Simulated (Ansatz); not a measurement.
`C=C[SiH2][SiH](O)O` and `C[SiH2][SiH](O)O` differ in one atom or group.

Ansatz, PBE0-D4/def2-TZVP geometries, multiplicity 1. Each molecule was computed in one conformer, which needn't be the lowest.

```json
{"property": "LUMO energy (PBE/def2-TZVPP) / eV", "`C=C[SiH2][SiH](O)O`": "-1.46"}
{"property": "LUMO energy (ωB97M-V/def2-TZVPP) / eV", "`C=C[SiH2][SiH](O)O`": "1.55"}
{"property": "size of the dipole moment (ωB97M-V/def2-TZVPP) / D", "`C=C[SiH2][SiH](O)O`": "0.89"}
{"property": "HOMO energy (PBE/def2-TZVPP) / eV", "`C=C[SiH2][SiH](O)O`": "-6.50"}
{"property": "HOMO–LUMO gap (PBE0/def2-TZVPP) / eV", "`C=C[SiH2][SiH](O)O`": "7.25"}
{"property": "LUMO energy (B3LYP/def2-TZVPP) / eV", "`C=C[SiH2][SiH](O)O`": "-0.67"}
```

Problem. Give the same properties after the change, and the shifts. (Estimate.)

Solution. Ansatz gave: 
```json
{"property": "LUMO energy (PBE/def2-TZVPP) / eV", "`C[SiH2][SiH](O)O`": "-0.87", "shift": "0.59"}
{"property": "LUMO energy (ωB97M-V/def2-TZVPP) / eV", "`C[SiH2][SiH](O)O`": "1.54", "shift": "-0.01"}
{"property": "size of the dipole moment (ωB97M-V/def2-TZVPP) / D", "`C[SiH2][SiH](O)O`": "2.26", "shift": "1.37"}
{"property": "HOMO energy (PBE/def2-TZVPP) / eV", "`C[SiH2][SiH](O)O`": "-6.51", "shift": "-0.01"}
{"property": "HOMO–LUMO gap (PBE0/def2-TZVPP) / eV", "`C[SiH2][SiH](O)O`": "7.67", "shift": "0.42"}
{"property": "LUMO energy (B3LYP/def2-TZVPP) / eV", "`C[SiH2][SiH](O)O`": "-0.29", "shift": "0.38"}
```

Dipoles are sizes alone; their direction can turn.

B3LYP here is the variant with VWN-RPA as its local correlation; programs differ in this.
